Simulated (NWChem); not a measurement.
# Correlation energy of disilazane (H₇NSi₂)

```xyz
10

Si    -0.1137    -0.0715    -1.5845
N      0.5292     0.3225     0.0000
Si    -0.1137    -0.0715     1.5845
H      1.0065    -0.4447    -2.5204
H     -1.0492    -1.2341    -1.4115
H     -0.8749     1.0597    -2.2339
H      1.3147     0.9828     0.0000
H     -0.8749     1.0597     2.2339
H      1.0065    -0.4447     2.5204
H     -1.0492    -1.2341     1.4115
```
Charge 0, spin multiplicity 1.

The numbers come from NWChem runs, not from measurements. Structure: optimised with PBE/def2-SVP, a minimum by its harmonic frequencies.

Basis set: 6-31G*. Each correlation energy counts from its own Hartree-Fock reference.

| method | correlation energy (mHa) | difference from CCSD(T) |
|---|---|---|
| MP2 | -320.7 | +53.9 |
| SCS-MP2 | -326.9 | +47.7 |
| CR-CCSD[T] | -373.1 | +1.5 |
| CR-CCSD(T) | -372.8 | +1.8 |
| CCSD | -366.0 | +8.6 |
| CCSD+T(CCSD) | -375.0 | -0.4 |
| CCSD(T) | -374.6 | 0.0 |

The values span 54.3 mHa, from CCSD+T(CCSD) (lowest) to MP2 (highest). 

The correlated methods keep 11 core orbitals frozen. The Pople sets run with spherical d functions. No row is a measurement; the coupled-cluster row has its own basis-set and correlation limits.
